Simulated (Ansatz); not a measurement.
C₂H₇OSi, SMILES `[CH2][SiH](C)O` radical, 11 atoms. Charge 0, multiplicity 2. All runs use 4 threads of an Arm Neoverse V1 on a shared host. Correlated methods freeze the cores. Open-shell runs search over several starts.

How many basis functions does each run have, and how long does it take in Ansatz? UKS BLYP-D4/def2-TZVPP energy; UHF-CCSD(T)/def2-SVP energy; direct RPA on PBE orbitals/def2-TZVPP energy; UHF-CCSD(T)/def2-TZVPP energy; UKS ωB97M-V/def2-TZVPP energy and forces; UKS ωB97M-V/def2-SVP energy; UKS PBE0-D4/def2-TZVP frequencies; UKS PBE0-D4/def2-TZVPP energy; UKS PBE0-D4/def2-SVP energy; UKS ωB97X-V/def2-TZVPP energy; UHF-MP2/def2-QZVPP energy; UKS PBE0-D4/def2-QZVPP energy. (An estimate is asked.)

The calculation gave: Other jobs shared the machine, so times are rough.

```csv
level,job,functions,wall time,peak host memory (GiB)
UKS PBE0-D4/def2-SVP,energy,95,1.5 s,0.46
UKS BLYP-D4/def2-TZVPP,energy,233,3.1 s,0.33
UKS PBE0-D4/def2-TZVPP,energy,233,4.2 s,0.67
UKS ωB97M-V/def2-SVP,energy,95,6.5 s,0.46
direct RPA on PBE orbitals/def2-TZVPP,energy,233,7 s,0.63
UHF-CCSD(T)/def2-SVP,energy,95,10 s,0.74
UKS ωB97X-V/def2-TZVPP,energy,233,12 s,0.9
UKS PBE0-D4/def2-QZVPP,energy,451,14 s,1.9
UKS ωB97M-V/def2-TZVPP,energy and forces,233,15 s,0.95
UHF-MP2/def2-QZVPP,energy,451,28 s,2.6
UKS PBE0-D4/def2-TZVP,frequencies,172,2.2 min,0.46
UHF-CCSD(T)/def2-TZVPP,energy,233,20 min,4.1
```
